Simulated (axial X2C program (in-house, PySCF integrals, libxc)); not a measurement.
**Working with the constants of BeTl⁻**

A bond curve at the PBE0 level, with spin–orbit coupling, was computed with an axial X2C code built on PySCF integrals (basis Tl dyall-av3z [13s15p11d7f], Be dyall-av3z [9s9p4d2f] (cores contracted in-house)) for the state Ω = 0 (closed shell). Its fit gives Re = 2.5082 Å, ωe = 291.6 cm⁻¹, ωexe = 3.37 cm⁻¹ and αe = 4.770e-03 cm⁻¹; the masses are 204.9744 and 9.0122 u. Two-component means X2C with spin–orbit coupling and atomic mean-field Coulomb and Gaunt terms.

(1) Find the reduced mass, Be and the force constant.

(2) Give B0, the J = 1←0 line in GHz and the most populated J at 300 K (kT = 208.5 cm⁻¹).

(3) Estimate the centrifugal constant by the Kratzer relation.

(4) Estimate De from a Morse curve and compare with the computed well depth of 1.084 eV to Tl- + Be.

(5) Where do the fundamental and the first overtone lie?

Occupations by symmetry block were frozen at the best pattern of an incomplete PBE0 search. De is counted from the lowest determinant-based energies of the atoms at the same level, without counterpoise correction. Other states lie close and PBE0, whose exact exchange favours high spin, may order them wrongly; the determinant shown need not be the ground state. The nearest other 2c determinant of the search, Ω = 1, lies 0.10 eV up at the distance of the search. The 2c closed shell (π1/2)² is the Ω = 0⁺ component of the spin-free π² triplet, mixed with the ¹Σ⁺ state; no single spin-free determinant represents it. The highest occupied level of some functionals is positive through self-interaction error; at Hartree–Fock it is bound. The levels of this run spread widely (ωe from 266 to 336 cm⁻¹), so these constants depend on the method.

Answers

(1) From the PBE0 values: μ = 8.6326 u. Be = 16.8576/(μ Re²) = 0.3104 cm⁻¹. k = 5.8918×10⁻⁷ μ ωe² = 0.432 mdyn/Å.

(2) B0 = Be − αe/2 = 0.308 cm⁻¹; 2B0 = 18.47 GHz; J(max) ≈ √(kT/2B0) − 1/2 = 17.9, so J = 18.

(3) D = 4Be³/ωe² = 1.41e-06 cm⁻¹.

(4) De(Morse) = ωe²/(4ωexe) = 0.782 eV against 1.084 eV computed, a ratio of 0.72. The extrapolation falls short: long-range attraction (ionic or ion–induced dipole) or a change of character along the curve can cause this.

(5) ν(1←0) = ωe − 2ωexe = 284.9 cm⁻¹; ν(2←0) = 2ωe − 6ωexe = 563.0 cm⁻¹.
